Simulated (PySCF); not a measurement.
Species: C3H8O2Si.
SMILES with atom numbers: `[OH:1][CH2:2]/[CH:3]=[CH:4]\[O:5][SiH3:6]` (hydrogens: H7 on O1; H8, H9 on C2; H10 on C3; H11 on C4; H12, H13, H14 on Si6)

Method: PySCF, PBE0-D3(BJ)/def2-SVP geometry optimisation, gas phase; density fitting, grid level 1; the optimiser is geomeTRIC in internal coordinates, started from a GFN2-xTB structure with every atom displaced at random (about 0.01 Å).

Step 0: E = -15193.1907 eV
```
atom  x, y, z in Å  |  force x, y, z in eV/Å
O1     -2.8963    0.3038    0.6231   -0.917   0.002  -0.038
C2     -1.9206    0.2027   -0.3729    0.596   0.150   0.769
C3     -1.0302   -0.9681   -0.1355    2.715   0.835   0.070
C4      0.3413   -0.8725   -0.0075   -3.697  -0.317  -0.295
O5      0.9699    0.2844   -0.1260   -0.891   0.243  -0.155
Si6     2.5471    0.6790   -0.0076    0.468   0.408   0.367
H7     -2.4798    0.4262    1.4769    0.310  -0.020   0.085
H8     -2.4455    0.0773   -1.3151   -0.337   0.061  -0.484
H9     -1.3203    1.1321   -0.4177    0.054  -0.114  -0.274
H10    -1.4903   -1.9282   -0.0065   -0.288  -0.723   0.064
H11     0.9066   -1.7560    0.1968    0.790  -0.826   0.215
H12     3.0808    0.3044    1.3184    0.173   0.027   0.310
H13     2.4208    2.1180   -0.2217    0.482   0.560  -0.027
H14     3.3090   -0.0244   -1.0237    0.543  -0.284  -0.608
```

Step 1: E = -15193.4267 eV
```
atom  x, y, z in Å  |  force x, y, z in eV/Å
O1     -2.9836    0.2733    0.6269    0.040  -0.003   0.026
C2     -1.9698    0.1878   -0.3456   -0.055  -0.006  -0.144
C3     -1.0368   -0.9576   -0.1136    0.069  -0.054   0.018
C4      0.2970   -0.8540   -0.0299    0.048  -0.054   0.166
O5      0.9526    0.3243   -0.1619   -0.061   0.037  -0.071
Si6     2.5836    0.6934   -0.0142   -0.143  -0.212  -0.006
H7     -2.5487    0.3905    1.4781   -0.008  -0.019   0.013
H8     -2.4954    0.0562   -1.3099    0.059  -0.002   0.074
H9     -1.3836    1.1206   -0.4276   -0.006   0.046   0.002
H10    -1.4867   -1.9502    0.0223    0.108   0.125  -0.030
H11     0.9184   -1.7414    0.1747   -0.039   0.124  -0.067
H12     3.0682    0.3162    1.3467    0.031  -0.018   0.006
H13     2.7029    2.1577   -0.2152   -0.050   0.043  -0.014
H14     3.3743   -0.0381   -1.0499    0.005  -0.006   0.027
```

Step 2: E = -15193.4347 eV
```
atom  x, y, z in Å  |  force x, y, z in eV/Å
O1     -2.9964    0.2467    0.6203   -0.005   0.019   0.003
C2     -1.9750    0.1940   -0.3467    0.052   0.020  -0.011
C3     -1.0255   -0.9366   -0.1102   -0.098  -0.124   0.011
C4      0.3027   -0.8329   -0.0097    0.064   0.030  -0.043
O5      0.9503    0.3433   -0.1596    0.006   0.134  -0.008
Si6     2.5846    0.6792   -0.0184   -0.006  -0.035   0.013
H7     -2.5714    0.3556    1.4777    0.004  -0.018  -0.005
H8     -2.4858    0.0584   -1.3153    0.004  -0.007   0.012
H9     -1.4093    1.1418   -0.4139   -0.007   0.006  -0.002
H10    -1.4603   -1.9328    0.0124   -0.014  -0.002   0.021
H11     0.9295   -1.7142    0.1840   -0.010   0.005   0.007
H12     3.0733    0.3083    1.3441    0.011  -0.014  -0.007
H13     2.7130    2.1424   -0.2372   -0.004   0.000  -0.002
H14     3.3626   -0.0747   -1.0465    0.004  -0.015   0.011
```

Step 3: E = -15193.4348 eV
```
atom  x, y, z in Å  |  force x, y, z in eV/Å
O1     -2.9985    0.2343    0.6233   -0.048   0.044   0.000
C2     -1.9814    0.1890   -0.3486   -0.028  -0.034   0.051
C3     -1.0265   -0.9358   -0.1099    0.010   0.249  -0.042
C4      0.2982   -0.7949   -0.0158    0.223  -0.247   0.000
O5      0.9464    0.3797   -0.1684   -0.234   0.143  -0.027
Si6     2.5861    0.6711   -0.0168    0.107   0.052   0.017
H7     -2.5698    0.3353    1.4797    0.007  -0.013  -0.006
H8     -2.4932    0.0463   -1.3138   -0.037   0.003  -0.032
H9     -1.4242    1.1422   -0.4193    0.001  -0.026  -0.002
H10    -1.4426   -1.9368    0.0214   -0.024  -0.038   0.014
H11     0.9378   -1.6648    0.1764    0.024  -0.093   0.035
H12     3.0619    0.2876    1.3474   -0.012  -0.005  -0.010
H13     2.7462    2.1319   -0.2386    0.015  -0.024   0.005
H14     3.3519   -0.1064   -1.0359   -0.004  -0.013  -0.002
```

Question: Estimate the geometry and energy of step 4. (The exact step hangs on the optimiser's Hessian estimate; all steps are aligned on step 3, rigid shifts and turns removed.)

Answer: E = -15193.4381 eV, largest force 0.103 eV/Å
```
atom  x, y, z in Å  |  force x, y, z in eV/Å
O1     -2.9864    0.2480    0.6269   -0.021   0.022  -0.001
C2     -1.9738    0.1905   -0.3494   -0.013  -0.015   0.036
C3     -1.0233   -0.9388   -0.1119    0.051   0.054  -0.011
C4      0.3048   -0.8108   -0.0233   -0.048  -0.051   0.022
O5      0.9344    0.3757   -0.1729   -0.045   0.064  -0.028
Si6     2.5731    0.6757   -0.0149    0.099   0.026   0.008
H7     -2.5515    0.3427    1.4808    0.003  -0.008   0.004
H8     -2.4929    0.0478   -1.3113   -0.016  -0.005  -0.023
H9     -1.4104    1.1391   -0.4272   -0.002  -0.017  -0.001
H10    -1.4479   -1.9360    0.0271   -0.022  -0.026  -0.009
H11     0.9457   -1.6805    0.1721    0.015  -0.027   0.008
H12     3.0449    0.2880    1.3491   -0.010   0.001  -0.001
H13     2.7309    2.1368   -0.2324    0.010  -0.014   0.003
H14     3.3447   -0.0996   -1.0316   -0.001  -0.005  -0.006
```

The energy changes by -0.0034 eV. The first-order estimate −F·Δx gives -0.0072 eV and the mean of the old and new forces, exact on a quadratic surface, -0.0036 eV. The step makes an angle of 76° with the force vector and moves no atom by more than 0.020 Å.

What follows is the cost of the whole optimisation. On one thread, Arm Neoverse V1 (aarch64), no GPU, shared host, this took 53 s and 0.53 GiB of memory at its peak.
